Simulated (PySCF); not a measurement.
Species: C₃H₃O₅S (charge -1).
Structure used (PBE0-D3(BJ)/def2-SVP), in Å, numbered top down from 1:
```
atom  x, y, z in Å
O1     3.047    1.016    0.028
C2     2.410   -0.015   -0.256
O3     2.677   -0.980   -0.984
C4     1.007    0.004    0.379
C5    -0.056   -0.496   -0.262
S6    -1.675   -0.306    0.338
O7    -1.668    0.279    1.673
O8    -2.475   -1.480    0.049
O9    -2.296    0.837   -0.670
H10    0.871    0.536    1.328
H11    0.029   -1.047   -1.203
H12   -1.844    1.665   -0.450
```

Linear response at B3LYP/def2-SVPD (PySCF, frozen core in the response, non-relativistic). The geometry's basis has no diffuse functions, a weakness for an anion.

Static isotropic polarisability: 86.94 au (12.88 Å³), principal values 63.8, 80.4, 116.7 au.

What is the polarisability at 1064 nm and at the sodium D line?

88.20 au at 1064 nm (+1.5 %), 91.62 au at 589.3 nm (+5.4 %). The rise at 589.3 nm is 3.71 times that at 1064 nm; a pure ω² law gives 3.26. The lowest singlet lies at 367 nm, shorter than both wavelengths.

What is the isotropic C6 coefficient between two such ions, C6 = (3/π)∫α(iω)² dω?

2910 au (Eh·bohr⁶) by a ten-point quadrature over imaginary frequencies, which is 1740 eV·Å⁶ or 168 J·nm⁶/mol.

Which effective excitation energy ω̄ makes London's formula C6 = (3/4)α²ω̄ exact here?

ω̄ = 4·C6/(3α²) = 0.513 Eh = 14.0 eV. A one-pole form α(ω) = α/(1 − ω²/ω̄²) fitted to the 1064 nm value gives 9.7 eV.

How anisotropic is the static polarisability, by Δα² = ½[(α1 − α2)² + (α2 − α3)² + (α3 − α1)²]?

Δα = 46.8 au, or 0.54 of the isotropic value.

What molar refraction at the D line follows from R = (4π/3)·N_A·α′, with α′ the polarisability volume?

α′ = 13.58 Å³ gives R = 34.25 cm³/mol, for isolated, non-vibrating species.

How many electrons N does the Slater–Kirkwood formula C6 = (3/4)·√N·α^(3/2) need to give this C6?

N = (4·C6/3)²/α³ = 22.9; the species has 78 electrons in all.

The lowest 6 singlets have (eV, f): 3.37, 0.007; 3.48, 0.026; 4.07, 0.016; 4.52, 0.002; 4.61, 0.000; 4.96, 0.000. What share of the static polarisability do they carry in the sum over states α = Σ f/ω²?

2.89 au, 3.3 % of α; the largest term, 1.59 au, is that of the state at 3.48 eV. Their oscillator strengths add up to 0.05. Higher states carry the rest.

What three-body coefficient follows from the one-pole estimate C9 = (3/4)·α·C6?

190000 au. This is an estimate from the two numbers above, not a computed integral.

The run took about 80 s of CPU time (one thread, shared machine). This is the whole response run at B3LYP/def2-SVPD, SCF included.

One conformer stands for the species.
